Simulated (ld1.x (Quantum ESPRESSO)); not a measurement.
What one change does to a pseudopotential (calcium, RRKJ)

| Property | Result |
| --- | --- |
| Element | Ca |
| Generator | ld1.x (Quantum ESPRESSO) 7.5 |
| Type | norm-conserving RRKJ (Kleinman–Bylander form) |
| Functional | LDA (PZ) |
| Relativity | scalar-relativistic |
| Frozen core | [Ar] |
| Valence charge | 2 |
| Reference configuration | 3d0.5 4s1.5 4p0 |
| Partial waves | 4p (bound, empty): rc 3.05 bohr; 3d (bound): rc 2.35 bohr; 4s (bound): rc 2.60 bohr |
| Local potential | the s channel |
| Core correction | a·sin(br)/r model core inside 1.90 bohr |
| rho0 | 0.001 |

Change: all radii but the core radius scaled by about 1.16 (s 3.00, p 3.52, d 2.72 bohr).

Cutoffs: the cutoffs (Ry, on a coarse ladder) from which the occupation-weighted sum of valence levels, in a spherical-Bessel basis at the reference potential, stays within 10 and 1 mRy of its value at 400 Ry; they do not see the model core or the augmentation charge, which bear on the density cutoff. Errors are all-electron minus pseudo energies relative to the spin-unpolarised reference configuration.

Q: Predict the effect on cutoff, ghosts and configuration errors.

A: The potential gets softer (21 Ry and 30 Ry → 18 Ry and 21 Ry); of the 9 tests that both files solve, the error grows in 0 and shrinks in 7 by more than 15 % and 0.3 meV (median size 24.1 → 10.8 meV); neither file shows a bound ghost. A larger radius leaves more room for a smooth pseudo-wave, so fewer plane waves are needed. That the errors move this way runs against the usual rule that smaller radii transfer better.

| quantity | base | changed |
| --- | --- | --- |
| cutoff, loose | 21 Ry | 18 Ry |
| cutoff, tight | 30 Ry | 21 Ry |
| loose cutoff by channel (10 mRy a level) | d 25 Ry, s 6 Ry | d 18 Ry, s 6 Ry |
| bound ghosts | none | none |
| error for 3d0 4s2 4p0, meV [ΔE -1.02 eV] | -15 | -3.5 |
| error for 3d0 4s1 4p0, meV [ΔE 5.44 eV] | -24 | -11 |
| error for 3d0 4s1.5 4p0, meV [ΔE 1.54 eV] | -16 | -4.8 |
| error for 3d1 4s1 4p0, meV [ΔE 1.22 eV] | -11 | -6.2 |
| error for 3d0 4s1 4p1, meV [ΔE 1.47 eV] | -33 | -25 |
| error for 3d0 4s0 4p1, meV [ΔE 8.56 eV] | -72 | -61 |
| error for 3d0 4s0 4p2, meV [ΔE 4.09 eV] | -68 | -65 |
| error for 3d0.5 4s1.5 4p0 (spin-polarised), meV [ΔE -0.10 eV] | +9.8 | +10 |
| error for 3d0 4s1 4p0 (spin-polarised), meV [ΔE 5.23 eV] | -31 | -16 |
